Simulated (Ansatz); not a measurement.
`BrB1C[SiH2]O1` and `[SiH3]B1C[SiH2]O1` differ in one atom or group.

Ansatz, PBE0-D4/def2-TZVP geometries, multiplicity 1. 

Scalar relativity is left out up to krypton.

```json
{"property": "HOMO–LUMO gap (B3LYP/def2-TZVPP) / eV", "`BrB1C[SiH2]O1`": "7.17"}
{"property": "HOMO energy (PBE0/def2-TZVPP) / eV", "`BrB1C[SiH2]O1`": "-8.06"}
{"property": "size of the dipole moment (ωB97M-V/def2-TZVPP) / D", "`BrB1C[SiH2]O1`": "2.60"}
{"property": "HOMO energy (B3LYP/def2-TZVPP) / eV", "`BrB1C[SiH2]O1`": "-7.80"}
{"property": "LUMO energy (B3LYP/def2-TZVPP) / eV", "`BrB1C[SiH2]O1`": "-0.63"}
{"property": "HOMO–LUMO gap (PBE0/def2-TZVPP) / eV", "`BrB1C[SiH2]O1`": "7.63"}
```

Task: What does the change do to each property? (Estimate.)

Result: Ansatz gave: 
| property | `[SiH3]B1C[SiH2]O1` | shift |
| --- | --- | --- |
| HOMO–LUMO gap (B3LYP/def2-TZVPP) / eV | 6.05 | -1.12 |
| HOMO energy (PBE0/def2-TZVPP) / eV | -7.44 | 0.62 |
| size of the dipole moment (ωB97M-V/def2-TZVPP) / D | 1.95 | -0.65 |
| HOMO energy (B3LYP/def2-TZVPP) / eV | -7.24 | 0.56 |
| LUMO energy (B3LYP/def2-TZVPP) / eV | -1.19 | -0.56 |
| HOMO–LUMO gap (PBE0/def2-TZVPP) / eV | 6.43 | -1.20 |

With PBE0 the HOMO rises by 0.62 eV and the LUMO falls by 0.58 eV, so the gap narrows by about 1.20 eV. PBE moves the HOMO by 0.54 eV and ωB97M-V by 0.69 eV. Dipoles are sizes alone; their direction can turn.

B3LYP here is the variant with VWN-RPA as its local correlation; programs differ in this.

Spin–orbit coupling is left out; it splits and shifts lone-pair levels of the heavy atoms by tenths of an eV.
